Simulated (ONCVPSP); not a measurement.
Be (Z = 4), ONCV: configuration errors across variants

ONCVPSP 4.0.1 input, shortened (lines: element, Z, core and valence counts, functional; n l f; lmax; l rc ep ncon nbas qcut; lloc lpopt rc5 dvloc0; l nproj debl; icmod fcfact rcfact), PBE, scalar-relativistic:

```
  Be 4.00    1    1        4      upf
    1    0    2.00
    2    0    2.00
    2
    0    1.85    0.00    5    8    3.10
    1    1.45    0.05    4    8    6.80
    2    1.45    0.13    3    7    7.10
    1    5    1.45    0.00
    0    2    2.20
    1    0    1.10
    2    1    3.00
    2    0.55    1.05
```

All-electron excitation energies from the reference (eV): (1) 2s1 9.551; (2) 2s1.5 3.761; (3) 2s1 2p1 3.612; (4) 2s0 2p1 13.460.

Errors AE − PS in meV (a dash: test not solved or not reliable):

```
     change   (1)   (2)   (3)  (4)  bound ghosts  GHOST(+) flags above zero
       base   +10  +1.5  +3.5  +18          none                       none
s: qcut 1.9  +8.6  +1.2  +4.0  +19          none                       none
s: qcut 2.3  +8.9  +1.3  +3.9  +19          none                       none
s: qcut 2.6  +9.3  +1.4  +3.8  +19          none                       none
  s: qcut 3  +9.9  +1.5  +3.6  +18          none                       none
s: qcut 3.3   +10  +1.5  +3.5  +18          none                       none
s: qcut 3.5   +11  +1.6  +3.4  +18          none                       none
s: qcut 3.9   +11  +1.6  +3.2  +18          none                       none
s: qcut 4.5   +12  +1.7  +3.0  +18          none                       none
```

Problem. Give the same row for: s: qcut 4.2.

Solution. +11, +1.7, +3.1, +18; bound ghosts: none; GHOST(+) flags above zero: none.
